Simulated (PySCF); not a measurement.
## Basis-set dependence of population analyses: B2H6NP

Compound: B2H6NP.
Atom-mapped SMILES: `[BH2:1][NH:2][BH:3][PH2:4]` (hydrogens: H5, H6 on B1; H7 on N2; H8 on B3; H9, H10 on P4)

PBE0 throughout (PySCF), one geometry, spherical d and f functions. One conformer (not necessarily the lowest) at the PBE0-D3(BJ)/def2-SVP geometry, without solvent, vibrations or thermal averaging. Atoms taken as equivalent share a column and are averaged. The first 7 of 8 kinds of atom are listed.

Mulliken charges (e):

| basis | functions | B1 | N2 | B3 | P4 | H5/H6 | H7 | H8 |
| --- | --- | --- | --- | --- | --- | --- | --- | --- |
| STO-3G | 30 | +0.193 | -0.430 | +0.108 | +0.206 | -0.051 | +0.209 | -0.046 |
| 6-31G | 52 | +0.266 | -0.731 | +0.188 | -0.039 | -0.038 | +0.339 | +0.011 |
| pcSseg-0 | 52 | +0.202 | -0.843 | +0.239 | -0.275 | +0.023 | +0.341 | +0.092 |
| 6-31G* | 72 | +0.107 | -0.530 | +0.135 | -0.154 | -0.015 | +0.349 | +0.024 |
| cc-pVDZ | 90 | -0.043 | +0.106 | -0.057 | -0.095 | -0.035 | +0.102 | -0.001 |
| def2-SVP | 90 | +0.009 | -0.029 | -0.044 | -0.041 | -0.033 | +0.147 | +0.001 |
| aug-cc-pVDZ | 150 | -1.181 | +0.065 | -0.304 | -0.954 | +0.541 | +0.026 | +0.508 |
| 6-311+G(2d,p) | 152 | +0.088 | -0.380 | +0.079 | -0.153 | -0.008 | +0.243 | +0.013 |
| def2-TZVP | 166 | -0.002 | -0.269 | +0.077 | -0.222 | +0.009 | +0.221 | +0.029 |
| cc-pVTZ | 208 | -0.081 | -0.017 | -0.035 | -0.112 | 0.000 | +0.154 | +0.024 |
| IGLO-III | 209 | +0.262 | -0.518 | +0.217 | +0.141 | -0.061 | +0.211 | -0.046 |

IAO charges (e):

```json
{"basis": "STO-3G", "functions": "30", "B1": "+0.082", "N2": "-0.394", "B3": "-0.021", "P4": "+0.193", "H5/H6": "-0.005", "H7": "+0.224", "H8": "+0.005"}
{"basis": "6-31G", "functions": "52", "B1": "+0.053", "N2": "-0.414", "B3": "-0.007", "P4": "+0.017", "H5/H6": "+0.009", "H7": "+0.271", "H8": "+0.026"}
{"basis": "pcSseg-0", "functions": "52", "B1": "+0.045", "N2": "-0.389", "B3": "-0.019", "P4": "+0.001", "H5/H6": "+0.007", "H7": "+0.266", "H8": "+0.026"}
{"basis": "6-31G*", "functions": "72", "B1": "+0.075", "N2": "-0.423", "B3": "+0.004", "P4": "+0.068", "H5/H6": "0.000", "H7": "+0.267", "H8": "+0.018"}
{"basis": "cc-pVDZ", "functions": "90", "B1": "+0.051", "N2": "-0.407", "B3": "-0.010", "P4": "+0.062", "H5/H6": "+0.006", "H7": "+0.270", "H8": "+0.021"}
{"basis": "def2-SVP", "functions": "90", "B1": "+0.061", "N2": "-0.404", "B3": "-0.009", "P4": "+0.073", "H5/H6": "+0.001", "H7": "+0.268", "H8": "+0.017"}
{"basis": "aug-cc-pVDZ", "functions": "150", "B1": "+0.054", "N2": "-0.418", "B3": "-0.006", "P4": "+0.053", "H5/H6": "+0.006", "H7": "+0.275", "H8": "+0.021"}
{"basis": "6-311+G(2d,p)", "functions": "152", "B1": "+0.059", "N2": "-0.424", "B3": "-0.009", "P4": "+0.072", "H5/H6": "+0.005", "H7": "+0.276", "H8": "+0.021"}
{"basis": "def2-TZVP", "functions": "166", "B1": "+0.060", "N2": "-0.425", "B3": "-0.007", "P4": "+0.073", "H5/H6": "+0.005", "H7": "+0.276", "H8": "+0.021"}
{"basis": "cc-pVTZ", "functions": "208", "B1": "+0.059", "N2": "-0.424", "B3": "-0.005", "P4": "+0.064", "H5/H6": "+0.005", "H7": "+0.276", "H8": "+0.021"}
{"basis": "IGLO-III", "functions": "209", "B1": "+0.058", "N2": "-0.426", "B3": "-0.009", "P4": "+0.076", "H5/H6": "+0.005", "H7": "+0.277", "H8": "+0.021"}
```

Hirshfeld charges (e):

```csv
basis,functions,B1,N2,B3,P4,H5/H6,H7,H8
STO-3G,30,+0.147,-0.158,+0.098,+0.091,-0.074,+0.113,-0.077
6-31G,52,+0.135,-0.182,+0.100,-0.018,-0.058,+0.133,-0.051
pcSseg-0,52,+0.141,-0.182,+0.097,+0.003,-0.062,+0.128,-0.059
6-31G*,72,+0.137,-0.183,+0.105,-0.021,-0.059,+0.136,-0.051
cc-pVDZ,90,+0.139,-0.188,+0.103,+0.002,-0.061,+0.135,-0.056
def2-SVP,90,+0.142,-0.194,+0.104,+0.007,-0.062,+0.135,-0.058
aug-cc-pVDZ,150,+0.146,-0.216,+0.110,+0.005,-0.057,+0.132,-0.051
"6-311+G(2d,p)",152,+0.152,-0.219,+0.109,+0.009,-0.058,+0.133,-0.051
def2-TZVP,166,+0.147,-0.214,+0.111,+0.002,-0.058,+0.134,-0.052
cc-pVTZ,208,+0.147,-0.210,+0.111,+0.002,-0.059,+0.135,-0.053
IGLO-III,209,+0.146,-0.220,+0.111,+0.010,-0.057,+0.131,-0.054
```

ESP-fitted charges (e):

```tsv
basis	functions	B1	N2	B3	P4	H5/H6	H7	H8
STO-3G	30	+0.133	-0.157	+0.180	-0.214	-0.092	+0.186	-0.084
6-31G	52	+0.298	-0.479	+0.260	-0.413	-0.114	+0.339	-0.035
pcSseg-0	52	+0.305	-0.502	+0.343	-0.474	-0.116	+0.330	-0.065
6-31G*	72	+0.275	-0.441	+0.226	-0.328	-0.109	+0.325	-0.033
cc-pVDZ	90	+0.223	-0.367	+0.181	-0.273	-0.096	+0.295	-0.031
def2-SVP	90	+0.218	-0.344	+0.183	-0.290	-0.098	+0.286	-0.035
aug-cc-pVDZ	150	+0.296	-0.459	+0.217	-0.255	-0.111	+0.312	-0.036
6-311+G(2d,p)	152	+0.285	-0.461	+0.197	-0.253	-0.106	+0.321	-0.028
def2-TZVP	166	+0.280	-0.445	+0.203	-0.252	-0.108	+0.315	-0.032
cc-pVTZ	208	+0.276	-0.429	+0.203	-0.252	-0.108	+0.307	-0.035
IGLO-III	209	+0.281	-0.430	+0.184	-0.237	-0.108	+0.306	-0.030
```

Some averages cover members that differ in this geometry, most widely: H5/H6, Mulliken in aug-cc-pVDZ +0.456 to +0.627 e.

Problem. Which scheme is steadiest as the basis changes?

Solution. Largest range over the bases for any column: Hirshfeld 0.11 e, IAO 0.19 e, ESP-fitted 0.35 e, Mulliken 1.45 e. Hirshfeld charges move least and Mulliken charges most, counted in e. Without the minimal STO-3G basis the ranges are Hirshfeld 0.04, IAO 0.07, ESP-fitted 0.24, Mulliken 1.45 e.

Problem. How much do the charges still move between the two largest bases, cc-pVTZ and IGLO-III?

Solution. At most, over all atoms: Mulliken 0.501 e, IAO 0.012 e, Hirshfeld 0.010 e, ESP-fitted 0.018 e.

Problem. What do the same runs give for the total energy, the frontier levels and the dipole moment?

Solution. 
```tsv
basis	energy (Eh)	HOMO (eV)	LUMO (eV)	μ (D)
STO-3G	-444.0144	-4.51	1.73	1.69
6-31G	-449.1111	-7.23	-1.16	1.65
pcSseg-0	-448.5478	-7.41	-1.43	1.76
6-31G*	-449.1654	-7.28	-1.13	1.45
cc-pVDZ	-449.1973	-7.32	-1.30	1.37
def2-SVP	-449.0078	-7.34	-1.34	1.42
aug-cc-pVDZ	-449.2043	-7.42	-1.44	1.25
6-311+G(2d,p)	-449.2324	-7.43	-1.44	1.28
def2-TZVP	-449.2406	-7.41	-1.41	1.28
cc-pVTZ	-449.2428	-7.41	-1.40	1.28
IGLO-III	-449.2443	-7.40	-1.41	1.27
```

The dipole is fixed by the density alone, so its range of 0.51 D shows that the density itself changes with the basis, not only its division among atoms.
